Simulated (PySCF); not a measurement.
Below is a simulated gas-phase C 1s photoelectron spectrum of `[SiH3][SiH2]O[SiH2]n1cccc1`.

Every computed line was given a Gaussian of 0.4 eV full width at half maximum and an area set by the number of equivalent atoms; the highest printed point is 100. Method: delta-SCF UKS SCAN, pcX-2 on the ionised atom, pcseg-1 elsewhere, spin-free X2C in PySCF.

binding energy (eV), intensity and a bar:
```
    289.3          1 
    289.4          5 #
    289.5         18 #####
    289.6         44 #############
    289.7         79 ########################
    289.8        100 ##############################
    289.9         89 ###########################
    290.0         56 #################
    290.1         26 ########
    290.2         14 ####
    290.3         22 #######
    290.4         49 ###############
    290.5         83 #########################
    290.6        100 ##############################
    290.7         85 ##########################
    290.8         51 ###############
    290.9         22 ######
    291.0          7 ##
    291.1          1 
    291.2          0
```

How many maxima does the curve show, and how many computed lines lie under it?

The curve has 2 maxima (at 289.8 and 290.6 eV). Under it lie 2 lines from 2 inequivalent carbon sites.

Decompose the envelope and assign each component. Numbering: `[SiH3:1][SiH2:2][O:3][SiH2:4][n:5]1[cH:6][cH:7][cH:8][cH:9]1`.

| position (eV) | relative area | line | atoms | environment |
| --- | --- | --- | --- | --- |
| 289.82 | 2 | C 1s | C7/C8 | aromatic CH carbon |
| 290.60 | 2 | C 1s | C6/C9 | aromatic CH next to a ring nitrogen |

What are the centre and the root-mean-square width of the whole band?

The area-weighted mean of the lines is 290.21 eV. Their own spread about it is 0.39 eV (rms) and each Gaussian has σ = 0.4/2.355 = 0.17 eV; the variances add, which gives 0.43 eV.

Above which line width would these two lines show one maximum?

Two equal Gaussians merge once their distance is under 2σ = FWHM/1.177. With 0.79 eV between them that is a full width over 0.93 eV.

Lowest listed C 1s: C7/C8, bonded to 2 C (aromatic in the SMILES) and H. Highest, 0.78 eV above it: C6/C9, bonded to N (aromatic in the SMILES), C (aromatic in the SMILES) and H. Summing the Pauling electronegativity differences to the bonded atoms, each weighted by its formal bond order, gives -0.35 for the lowest site and +0.39 for the highest.

No satellites, vibrations or lifetime broadening are included. Topologically equivalent atoms share the value of their first member; where this conformer doesn't relate them by symmetry, their own values could differ. Geometry: PBE0-D3(BJ)/def2-SVP, one conformer, isolated molecule.

Time: 8.8 min; peak memory 0.66 GiB. Hardware: one thread of an Intel Xeon at 2.50 GHz (shared host).

Conformer computed: `[SiH3:1][SiH2:2][O:3][SiH2:4][n:5]1[cH:6][cH:7][cH:8][cH:9]1`: Si1–Si2–O3–Si4 -46°, Si2–O3–Si4–N5 29°, O3–Si4–N5–C6 -97°.
